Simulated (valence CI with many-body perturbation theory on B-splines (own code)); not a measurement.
Results of a calculation; reference values are marked as such.
Re LXX: input, log and results

The program does CI of the valence electrons with many-body perturbation theory for a frozen closed Dirac-Fock core.

Command, and the settings that its task file holds:

```sh
python run_cv.py task.json out
```

```
atom Re  Z=75  mass_number=187  rms_radius_fm=5.3698
core [He]
valence 2s4
avg = 1
basis = S
breit = 1
cap = 10000
capref = 1200
cscale = 1
de = 0.0
dress = 0
eps = 2e-08
extrap = 1
h = 0.27
hh = 1
l2 = 3
lcore = 6
maxit = 60
n2 = 5
natural = 1
nlev = 20
nno = [3, 3, 3, 2, 1]
nroot = 26
nsp = [3, 3, 2, 1, 0]
pt2 = 1
qed = 1
rpa = 1
s1 = 1
s2 = 1
s3 = 1
screen = 1
tol = 2e-05
whole = 1
```

Q: What became of the run, and why?

A: It gave no result: a shell was given more electrons than it holds. The program said: "a valence shell holds more than 4l+2 electrons".
